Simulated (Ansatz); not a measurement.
Cost and result up the ladder for B(CH2SiH3)3 (C3H15BSi3) (22 atoms). Total charge 0; singlet. Geometry: PBE-D4/def2-SVP.

```csv
atom,x (Å),y (Å),z (Å)
B1,-0.1326,-0.1260,0.2716
C2,-1.5054,0.4079,-0.2870
Si3,-1.2989,1.1883,-2.0092
H4,-2.2161,-0.4303,-0.4635
H5,-1.9996,1.1550,0.3685
H6,-0.2724,2.2886,-2.0029
H7,-0.8580,0.1450,-3.0013
H8,-2.6052,1.7700,-2.4832
C9,0.5027,-1.4298,-0.3375
Si10,-0.1032,-2.9205,0.6764
H11,0.2035,-1.6344,-1.3874
H12,1.6115,-1.4494,-0.2657
H13,0.2954,-2.7786,2.1215
H14,-1.6041,-3.0290,0.6106
H15,0.4868,-4.2010,0.1461
C16,0.6178,0.6217,1.4341
Si17,1.6818,2.0451,0.7530
H18,-0.0711,1.0937,2.1673
H19,1.3234,-0.0406,1.9803
H20,2.5326,1.5758,-0.3981
H21,0.8164,3.1792,0.2761
H22,2.5948,2.5696,1.8304
```

Ansatz on 2 threads of AMD EPYC 7R13 on a shared host and a share (18 GiB) of an NVIDIA H100 80GB HBM3. Times are rough, and most runs start from the orbitals of an earlier one. ωB97M-V/def2-TZVP serves as the yardstick here, not as an exact answer. Differences are given only for rows in sets of like size (and for xTB, whose basis is part of the method), since another set adds its own error. Binding counts from free atoms at the same level (B doublet, C triplet, Si triplet, H doublet; other spins of the atoms weren't run), without zero-point energy or a counterpoise term.

B3LYP takes the VWN-RPA correlation. Correlated methods freeze 19 core orbitals. The rows differ in basis, and correlated rows in double-zeta sets carry the largest basis error.

Correlated methods converge slowly with the basis, most of all in double-zeta sets.

```tsv
level	functions	wall time	binding energy per atom (eV)	difference from ωB97M-V/def2-TZVP (eV)
PBE-D4/def2-SVP	185	3.5 s	3.65	–
revPBE-D4/def2-TZVPD	412	4.3 s	3.58	-0.05
PBE-D4/def2-TZVP	325	4.8 s	3.63	0.00
PBE0-D4/def2-TZVPD	412	5 s	3.62	-0.01
PBE0-D4/def2-SVP	185	5.5 s	3.64	–
PBE-D4/def2-TZVPD	412	5.5 s	3.63	0.00
HF/6-31G	105	6 s	2.57	–
CCSD(T)/def2-SVP	185	6 s	3.45	–
PBE0-D4/def2-TZVP (with forces)	325	6 s	3.62	-0.01
B3LYP-D4/6-31G	105	6 s	3.48	–
r2SCAN-D4/def2-TZVP	325	6.5 s	3.63	0.00
MP2/def2-TZVP	325	6.5 s	3.50	-0.13
revPBE-D4/def2-TZVP	325	7 s	3.58	-0.05
ωB97M-V/def2-TZVP	325	8 s	3.63	0.00
```
